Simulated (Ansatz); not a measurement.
# Worked example: C3H7F + C2H7AlO2 → C3H7FO + C2H7AlO

Species: C3H7F (2-fluoropropane) `CC(C)F`, singlet; C2H7AlO2 `C[CH2][Al]([OH])[OH]`, singlet; C3H7FO `CC(C)(O)F`, singlet; C2H7AlO `C[CH2][AlH][OH]`, singlet. The partners trade H for OH: C–H and Al–OH bonds give way to C–OH and Al–H.

Shapes, held fixed at every level: PBE0-D4/def2-TZVP. Flexible molecules stand in one conformer, not always the lowest. Programs: Ansatz 0.2.0. The zero-point and thermal change to 298 K, harmonic and unscaled (PBE0-D4/def2-TZVP), is -8.9 kJ/mol.

At CCSD(T)/CBS estimate; 1 Eh = 2625.50 kJ/mol:

| species | energy (Eh) |
| --- | --- |
| C3H7F | -218.169417 |
| C2H7AlO2 | -472.814037 |
| C3H7FO | -293.352706 |
| C2H7AlO | -397.563565 |

Work out ΔH(298 K) of the reaction at this level.


1. Products less reactants: (-293.352706) + (-397.563565) − [(-218.169417) + (-472.814037)] = 0.067183 Eh = +176.4 kJ/mol.
2. With the thermal change: +176.4 + (-8.9) = +167.5 kJ/mol.

Other levels give +143.6 (SPW92/def2-TZVPP) to +164.0 kJ/mol (CCSD(T)/def2-TZVPP). No measured value is set beside it here. The CBS estimate extrapolates MP2 from def2-TZVPP and def2-QZVPP and adds CCSD(T) − MP2 in the triple-zeta set, cores frozen. CCSD(T)/CBS estimate lies outside the range of all other levels here, so it shouldn't be taken on trust. The median of the other levels is +149.1 kJ/mol.
